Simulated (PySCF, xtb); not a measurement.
C2H3O3, SMILES O(C)C([O])=O (connectivity only; charge and spin as stated), charge -1, multiplicity 1.

GFN2-xTB run with xtb at its own geometry gives an orbital gap of 6.41 eV.

Geometry optimised at B3LYP-D3(BJ)/def2-SVPD. The spin state was assumed, not searched. The isomer is the one that the SMILES or the coordinates give; other isomers of the formula were not compared.

What does r2SCAN/def2-SVPD run with PySCF give? (An estimate is asked for; the answer gives what the named calculation found.)

gap 4.94 eV (levels -0.31 and 4.62 eV).
